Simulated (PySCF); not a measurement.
# [NdCl4]− at several levels of theory

Computed with PySCF 2.14.0 (density fitting, no spin-orbit coupling) at the geometry relaxed with PBE0:

```xyz
5
[NdCl4]− (singlet in the valence; each metal's 4f electrons, 3 of them, lie in its core potential, out of spins and levels)
Nd    0.0000    0.0000    0.0000
Cl    1.5001    1.5001    1.5001
Cl   -1.5001   -1.5001    1.5001
Cl    1.5001   -1.5001   -1.5001
Cl   -1.5001    1.5001   -1.5001
```

| level | basis | state | HOMO (eV) | gap (eV) | charge on Nd1 (e) | population of f-type functions on Nd1 (polarisation alone where 4f lies in the core) | dipole about the centre of mass (D) | largest force component (eV/Å) |
| --- | --- | --- | --- | --- | --- | --- | --- | --- |
| PBE0 | Nd lcecp-1-SVP with ECP49, Cl def2-SVP | singlet | -4.50 | 7.74 | 0.76 | 0.06 | 0.00 | 0.00 |
| PBE0 | Nd lcecp-1-TZVP with ECP49, Cl def2-TZVP | singlet | -4.80 | 7.89 | 1.36 | 0.08 | 0.00 | 0.01 |

In the lcecp rows the 4f levels are missing from HOMO and gap, and the state counts the valence alone.

Charges are Mulliken's, which hang on the basis. The relaxation used the grid (50, 194), these runs (75, 302) or, all-electron (x2c bases, spin-free X2C Hamiltonian), (99, 590).

(1) A further run in the first row's basis gives HOMO (eV) -3.80, gap (eV) 6.89, charge on Nd1 (e) 0.78, population of f-type functions on Nd1 (polarisation alone where 4f lies in the core) 0.05, dipole about the centre of mass (D) 0.00, largest force component (eV/Å) 0.08. Which level was it?
A. CAM-B3LYP
B. TPSSh

An lcecp potential fixes the number of 4f electrons, so in runs with it no electron can move into or out of that shell.

Results:

(1) B. The others give HOMO -5.76 eV (CAM-B3LYP).
